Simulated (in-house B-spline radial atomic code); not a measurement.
Inner levels of tellurium as electrons are removed. A shift is the extra binding of the orbital against the neutral atom ([Kr] 4d10 5s2 5p4). Computed with a radial B-spline atomic code at the basis-set limit: non-relativistic Hartree-Fock, average of the configuration, point nuclei.

This level leaves out relativity, spin-orbit splitting included, which matters for heavy ions.

```tsv
ion	configuration	shift of 2p (eV)	shift of 4s (eV)	shift of 4p (eV)	radius of 2p (bohr)	radius of 4s (bohr)	radius of 4p (bohr)	Σ<r²> (bohr²)	change of density at nucleus (bohr⁻³)
Te	[Kr] 4d10 5s2 5p4	0	0	0	0.10743	0.79442	0.83512	64.04	-
Te+	[Kr] 4d10 5s2 5p3	9.0257	8.9753	8.9433	0.10743	0.79429	0.83512	51.312	3.3598
Te2+	[Kr] 4d10 5s2 5p2	19.37	19.195	19.121	0.10743	0.79408	0.83499	41.712	7.3272
Te3+	[Kr] 4d10 5s2 5p1	30.847	30.459	30.332	0.10743	0.79378	0.83468	33.979	11.795
Te4+	[Kr] 4d10 5s2	43.339	42.637	42.448	0.10743	0.79337	0.83418	27.503	16.715
Te5+	[Kr] 4d10 5s1	57.728	56.423	56.403	0.10743	0.79405	0.83267	22.724	-8.2635
Te6+	[Kr] 4d10	72.95	70.893	71.065	0.10743	0.79386	0.83092	18.487	-38.1
Te7+	[Kr] 4d9	99.379	93.797	93.354	0.10743	0.78787	0.82241	16.891	-30.006
Te8+	[Kr] 4d8	127.22	117.52	116.44	0.10742	0.7817	0.81385	15.44	-21.009
Te9+	[Kr] 4d7	156.42	142.01	140.28	0.10742	0.7754	0.80532	14.109	-11.128
Te10+	[Kr] 4d6	186.96	167.24	164.83	0.10741	0.76901	0.79683	12.881	-0.3785
Te11+	[Kr] 4d5	218.81	193.17	190.08	0.1074	0.76256	0.78841	11.743	11.227
Te12+	[Kr] 4d4	251.94	219.79	216.01	0.10739	0.75608	0.78009	10.683	23.679
Te13+	[Kr] 4d3	286.34	247.06	242.59	0.10738	0.7496	0.77188	9.6934	36.97
```
